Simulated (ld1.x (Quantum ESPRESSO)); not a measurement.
Results of a calculation; reference values are marked as such.
# Potentials for nitrogen compared

Generated with ld1.x 7.5 (TM, RRKJ, ultrasoft, PAW), atompaw 4.2 or ONCVPSP 4.0.1. The cutoff is in Ry: for ld1.x and atompaw files where the sum of valence levels is converged to 10 mRy in a Bessel basis, for ONCV files where the hardest occupied wave has 1 mHa per electron of residual kinetic energy. The error is the largest all-electron minus pseudo excitation energy over each file’s own four to seven test configurations (ionisations up to +4, promotions, holes and added fractions of an electron), all of which were solved. The labels leave out finer settings (local radius, basis sizes, second energies), which also bear on the numbers. Spin-polarised tests are not counted. The rows are a selection from randomly drawn settings: files with unsolved tests, undetermined cutoffs or missed reference levels are left out.

| potential | cutoff (Ry) | largest error (meV) | bound ghosts |
| --- | --- | --- | --- |
| TM, PBEsol, non-relativistic, rc 0.70/2.60/2.50 (spd), local p, core correction yes, reference 2s1.5 2p3.5 | 120 | +6792 | none |
| RRKJ, PBE, scalar-relativistic, rc 0.80/1.15 (sp), local smoothed, core correction no, reference 2s1 2p4 | 110 | +853 | none |
| ultrasoft, LDA (PZ), non-relativistic, rc 1.15/1.90 (sp), local smoothed, core correction no, reference 2s2 2p3 | 18 | +582 | none |
| RRKJ, PBE, non-relativistic, rc 0.85/1.20/1.15 (spd), local s, core correction yes, reference 2s2 2p1 | 70 | +137 | none |
| TM, PBE, non-relativistic, rc 1.10/1.10 (sp), local smoothed, core correction no, reference 2s2 2p3 | 80 | +705 | none |
| PAW, PBE, scalar-relativistic, rc 1.18/1.76 (sp), local smoothed, core correction yes, reference 2s2 2p3 | 21 | -19 | none |

Problem. Fill in the row for N: TM, PBE, scalar-relativistic, rc 1.15/1.80/1.50 (spd), local p, core correction no, reference 2s2 2p3.

Solution. cutoff 45 Ry, largest error +1839 meV, bound ghosts: none.

Problem. Fill in the row for N: TM semilocal, PBE, scalar-relativistic, rc 1.00/1.30/1.00 (spd), local d, core correction yes, reference 2s1.5 2p3.5.

Solution. cutoff 70 Ry, largest error +890 meV, bound ghosts: none.
